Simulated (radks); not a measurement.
Problem. Isoelectronic series with 28 electrons, each ion in its NIST ground configuration. Method: scalar-relativistic Kohn-Sham, r2SCAN, spin-polarised, spherical densities, finite nucleus; meta-GGA in the generalised Kohn-Sham scheme; Fermi nuclear charge, rms radius of each element as measured or else 0.836 A^(1/3) + 0.57 fm; computed with a radial shooting solver on a logarithmic mesh with Libxc functionals. Total energies (hartree) and mean radii <r> (bohr):

ion    configuration  E (hartree)      3d      3p      3s       2p
Cd20+      [Ar] 3d10  -5427.24951  0.3246  0.3500  0.3527   0.1147
In21+      [Ar] 3d10  -5691.84528  0.3144  0.3400  0.3429   0.1120
Sn22+      [Ar] 3d10  -5963.27183  0.3048  0.3306  0.3336   0.1094
Sb23+      [Ar] 3d10  -6241.57162  0.2958  0.3217  0.3248   0.1069
Te24+      [Ar] 3d10  -6526.78332  0.2874  0.3132  0.3164   0.1045
I25+       [Ar] 3d10  -6818.95722  0.2794  0.3051  0.3084   0.1023
Xe26+      [Ar] 3d10  -7118.13143  0.2719  0.2974  0.3008   0.1001
Cs27+      [Ar] 3d10   -7424.3565  0.2647  0.2901  0.2934  0.09796
Ba28+      [Ar] 3d10   -7737.6770  0.2579  0.2832  0.2864  0.09594
La29+      [Ar] 3d10   -8058.1462  0.2515  0.2765  0.2797  0.09399
Ce30+      [Ar] 3d10   -8385.8128  0.2454  0.2701  0.2733  0.09211
Pr31+      [Ar] 3d10   -8720.7316  0.2396  0.2640  0.2671  0.09030
Nd32+      [Ar] 3d10   -9062.9555  0.2340  0.2582  0.2612  0.08856
Pm33+      [Ar] 3d10   -9412.5358  0.2287  0.2526  0.2555  0.08687
Sm34+      [Ar] 3d10   -9769.5191  0.2236  0.2472  0.2500  0.08524
Eu35+      [Ar] 3d10  -10134.0025  0.2188  0.2420  0.2447  0.08367
Gd36+      [Ar] 3d10  -10506.0245  0.2141  0.2370  0.2396  0.08214
Tb37+      [Ar] 3d10  -10885.6991  0.2097  0.2322  0.2346  0.08067
Dy38+      [Ar] 3d10  -11272.9650  0.2054  0.2276  0.2299  0.07924
Ho39+      [Ar] 3d10  -11668.0362  0.2013  0.2232  0.2253  0.07786
Tm41+      [Ar] 3d10  -12481.6795  0.1936  0.2148  0.2165  0.07521

Estimate the row of Er40+ ([Ar] 3d10).

Solution. E (hartree) -12070.8963; 3d 0.1974; 3p 0.2189; 3s 0.2208; 2p 0.07651.
